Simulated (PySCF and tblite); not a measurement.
3 regioisomers of C9H19NSSi2:

| isomer | SMILES |
| --- | --- |
| A | [CH3:1][Si:2]([CH3:3])([CH3:4])[c:5]1[cH:6][n:7][c:8]([Si:9]([CH3:10])([CH3:11])[CH3:12])[s:13]1 |
| B | [CH3:1][Si:2]([CH3:3])([CH3:4])[c:5]1[n:6][cH:7][s:8][c:9]1[Si:10]([CH3:11])([CH3:12])[CH3:13] |
| C | [CH3:1][Si:2]([CH3:3])([CH3:4])[c:5]1[cH:6][s:7][c:8]([Si:9]([CH3:10])([CH3:11])[CH3:12])[n:13]1 |

Protocol: conformer search, at most 4 conformers an isomer, GFN2-xTB geometries, energies PBE0/6-31G* (D3(BJ) added where defined), GIAO shieldings PBE0/6-31G*, weights at 298.15 K with GFN2-xTB thermal terms. Programs: PySCF with density fitting and tblite.

What shifts does each isomer give (ppm)?


A: ¹H (against TMS): 7.94 (H6, 1H), 0.31 (H10/H11/H12, 9H), 0.29 (H1/H3/H4, 9H). ¹³C (against TMS): 171.8 (C8), 139.4 (C6), 135.7 (C5), 1.0 (C1/C3/C4), 0.8 (C10/C11/C12). ²⁹Si (against TMS): -2.4 (Si9), -3.9 (Si2). ¹⁵N (against NH3): 325.2 (N7).

B: ¹H (against TMS): 8.43 (H7, 1H), 0.37 (H1/H3/H4, 9H), 0.34 (H11/H12/H13, 9H). ¹³C (against TMS): 152.1 (C5), 147.9 (C7), 139.2 (C9), 2.3 (C11/C12/C13), 1.6 (C1/C3/C4). ²⁹Si (against TMS): -0.5 (Si2), -4.0 (Si10). ¹⁵N (against NH3): 326.2 (N6).

C: ¹H (against TMS): 7.44 (H6, 1H), 0.31 (H1/H3/H4, 9H), 0.30 (H10/H11/H12, 9H). ¹³C (against TMS): 165.2 (C8), 146.8 (C5), 128.8 (C6), 0.7 (C1/C3/C4), 0.7 (C10/C11/C12). ²⁹Si (against TMS): -2.5 (Si9), -3.2 (Si2). ¹⁵N (against NH3): 333.8 (N13).

Unscaled ²⁹Si and ¹⁵N shifts at such levels can be off by tens of ppm; differences between conformers or isomers are more reliable. Shifts are unscaled: against experiment ¹³C can be off by 15 ppm or more and ¹H by 0.8 ppm. The search found a single conformer for at least one isomer; other rotamers may be missing. At least one structure keeps an imaginary mode at the tight-binding level.


¹⁵N shifts are against a computed isolated NH3 molecule, about 20 ppm from the liquid.